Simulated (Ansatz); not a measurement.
CH$_{8}$Si$_{2}$Te, SMILES `C[Te][SiH2][SiH3]`. Total charge 0; spin multiplicity 1. Te: def2 effective core potential. All single points use the PBE0-D4/def2-TZVP geometry. It is one conformer, not always the lowest.

```xyz
12

C     0.506   -0.559   -2.157
Te    0.379   -2.070   -0.632
Si   -0.959   -0.664    0.930
Si    0.279    1.209    1.577
H    -0.492   -0.309   -2.508
H     1.086   -0.991   -2.971
H     1.014    0.319   -1.767
H    -1.252   -1.532    2.103
H    -2.248   -0.259    0.301
H     0.764    1.925    0.365
H     1.454    0.768    2.372
H    -0.531    2.161    2.387
```

(1) What is the dipole moment at r2SCAN/def2-TZVPP? (Estimate.)

(2) And with PBE, B3LYP, ωB97M-V? (Best estimate.)

(3) Give the Mulliken charges with r2SCAN, PBE, B3LYP in def2-TZVPP. (An estimate is asked.)

Results:

(1) Ansatz gave: 1.11 D, with components (-0.05, 0.83, -0.74) D in this frame, pointing from negative to positive charge.

(2) Ansatz gave: PBE 1.02 D, B3LYP 1.01 D, ωB97M-V 1.03 D.

(3) Ansatz gave: 
| atom | r2SCAN | PBE | B3LYP |
| --- | --- | --- | --- |
| C1 | -0.35 | -0.45 | -0.47 |
| Te2 | -0.01 | 0.03 | 0.03 |
| Si3 | 0.15 | 0.08 | 0.13 |
| Si4 | 0.19 | 0.12 | 0.17 |
| H5 | 0.12 | 0.15 | 0.15 |
| H6 | 0.12 | 0.14 | 0.14 |
| H7 | 0.12 | 0.14 | 0.14 |
| H8 | -0.07 | -0.04 | -0.06 |
| H9 | -0.06 | -0.04 | -0.06 |
| H10 | -0.07 | -0.05 | -0.06 |
| H11 | -0.06 | -0.03 | -0.05 |
| H12 | -0.07 | -0.04 | -0.06 |

B3LYP here is the variant with VWN-RPA as its local correlation; programs differ in this.
